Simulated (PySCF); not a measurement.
Gas-phase reaction: Ge(OH)₄ + 4 GeH₂ → 3 GeH₄ + 2 GeO₂

Computed with PySCF and rigid-rotor harmonic-oscillator thermochemistry at 1 bar. † marks an energy on the PBE0/def2-TZVP geometry and frequencies; other levels use their own. MP2 and CCSD(T) freeze the core. All species are closed-shell singlets. Ge: all electrons, no relativistic terms. Ge(OH)₄, GeH₂, GeO₂: computed as isolated molecules; such fragments, hydroxides, amides, oligomers or adducts are transient or little studied in the gas. MP2 isn't extrapolated to the basis-set limit; its ΔH°(298 K) is -34.3 kJ in def2-SVP and -42.5 kJ in def2-TZVPP. CCSD(T) isn't extrapolated to the basis-set limit; its ΔH°(298 K) is 60.7 kJ in def2-SVP and 54.3 kJ in def2-TZVPP. The harmonic model lacks anharmonicity and excited electronic states, which grow with temperature; levels with a mode under 35 cm⁻¹ are left out. Internal rotation in Ge(OH)₄ is treated as a harmonic vibration of one conformer, which makes the entropy rough. Warning, large T1 diagnostic: GeO₂ (CCSD(T)/def2-TZVPP†).

```json
[
 {"level": "CCSD(T)/def2-TZVPP†", "ΔE electronic, kJ": "60", "ΔH°(298 K), kJ": "54", "ΔS°(298 K), J/K": "-93", "ΔG°(1000 K), kJ": "156"},
 {"level": "HF/def2-TZVP†", "ΔE electronic, kJ": "297", "ΔH°(298 K), kJ": "291", "ΔS°(298 K), J/K": "-93", "ΔG°(1000 K), kJ": "393"},
 {"level": "M06-2X/def2-TZVP†", "ΔE electronic, kJ": "184", "ΔH°(298 K), kJ": "178", "ΔS°(298 K), J/K": "-93", "ΔG°(1000 K), kJ": "280"},
 {"level": "MP2/def2-TZVPP†", "ΔE electronic, kJ": "-36", "ΔH°(298 K), kJ": "-43", "ΔS°(298 K), J/K": "-93", "ΔG°(1000 K), kJ": "59"},
 {"level": "PBE0/def2-QZVP†", "ΔE electronic, kJ": "94", "ΔH°(298 K), kJ": "88", "ΔS°(298 K), J/K": "-93", "ΔG°(1000 K), kJ": "190"},
 {"level": "PBE0/def2-TZVP", "ΔE electronic, kJ": "81", "ΔH°(298 K), kJ": "75", "ΔS°(298 K), J/K": "-93", "ΔG°(1000 K), kJ": "177"},
 {"level": "ωB97M-V/def2-TZVP†", "ΔE electronic, kJ": "137", "ΔH°(298 K), kJ": "131", "ΔS°(298 K), J/K": "-93", "ΔG°(1000 K), kJ": "233"}
]
```
ΔH° is lowest at MP2/def2-TZVPP† and highest at HF/def2-TZVP†. No reference value is set beside these.
